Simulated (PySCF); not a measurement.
An unknown shows these calculated signals:

1H NMR (300 MHz, computed): δ 8.18 (s, 1H), 4.30 (s, 3H), 2.67 (s, 3H).

13C{1H} NMR (computed): δ 196.1 (C), 152.2 (C), 141.1 (CH), 41.9 (CH3), 30.5 (CH3).

- GFN2-xTB structure
- PBE0/pcSseg-1 with gauge-including orbitals
- run in PySCF 2.14.0 with density-fitted response routines
- relativity neglected, no solvent model, one averaged value for each set of equivalent atoms, a single conformation

Chemical shifts δ = σref − σ; TMS for 1H (σ = 31.72 ppm), 13C (σ = 186.93 ppm), all at this level.

Q: Which of these does the molecule contain: a benzene ring, a tert-butyl group, an N-methyl group, a CH3CH2 unit, a ketone, a heteroaromatic ring?

A: 
- A benzene ring: no.
- A tert-butyl group: no.
- An N-methyl group: yes (δC 41.9; δH 4.30 (s)).
- A CH3CH2 unit: no.
- A ketone: yes (δC 196.1).
- A heteroaromatic ring: yes.

The data belong to SMILES n1c(C(C)=O)cnn1C, C5H7N3O; they needn't prove each group on their own.

Carbon signals by region: 1 in the far downfield region (above 160 ppm), 2 in the sp2 and nitrile region (100–160 ppm), 2 below 50 ppm. Above 160 ppm: 196.1, ketone carbonyl carbon.

Shifts are as computed. Against solution values, carbons near 30 ppm lie about +3 ppm off and those near 130 ppm about +5 ppm. Of 1211 compounds with measured shifts, 218 miss one by over three times the rms of a fit or turn the order of signals round; such compounds aren't used in these exercises. Multiplicities follow the n + 1 count of equivalent neighbours, as no J values were calculated; m marks all less simple cases, F and P coupling included.
